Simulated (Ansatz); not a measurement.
Reaction: CH3Si (SMILES C[Si], doublet) → CH3Si (SMILES [CH]=[SiH2], doublet)
Each species at its own B3LYP-D3(BJ)/def2-TZVP minimum (Ansatz, a first-principles code).

Total energies in hartree (Ansatz). UHF or UKS for unpaired electrons; spin-orbit terms are left out. Cores are frozen in correlated methods. No relativity. The UHF reference of CH3Si (C[Si], doublet) is spin-contaminated (<S^2> up to 0.04 over the pure value in the sets run). The UHF reference of CH3Si ([CH]=[SiH2], doublet) is spin-contaminated (<S^2> up to 0.40 over the pure value in the sets run).

```tsv
species	HF/cc-pV(T+d)Z	CCSD(T)/cc-pV(T+d)Z	HF/cc-pV(Q+d)Z	CCSD(T)/cc-pV(Q+d)Z	CCSDT(Q)/cc-pV(T+d)Z
1: CH3Si (SMILES C[Si], doublet)	-328.50079	-328.80231	-328.50575	-328.82137	-328.80377
2: CH3Si (SMILES [CH]=[SiH2], doublet)	-328.45500	-328.74784	-328.46117	-328.76914	-328.75101
```

Problem. Work out the isomerisation energy (electronic) in kcal/mol: take Hartree-Fock from cc-pV(Q+d)Z, extrapolate the CCSD(T) correlation energy as X^-3 (X = 3, 4), and add CCSDT(Q) - CCSD(T) in cc-pV(T+d)Z. 1 hartree = 627.51 kcal/mol.

Solution. 
Species 1: correlation (64·(-0.31562) - 27·(-0.30152))/37 = -0.32591; step -0.00146; E1 = -328.50575 + (-0.32591) + (-0.00146) = -328.83312
Species 2: correlation (64·(-0.30797) - 27·(-0.29284))/37 = -0.31901; step -0.00317; E2 = -328.46117 + (-0.31901) + (-0.00317) = -328.78335
-1·E1 +1·E2 = 0.04977 hartree = 31.2 kcal/mol.
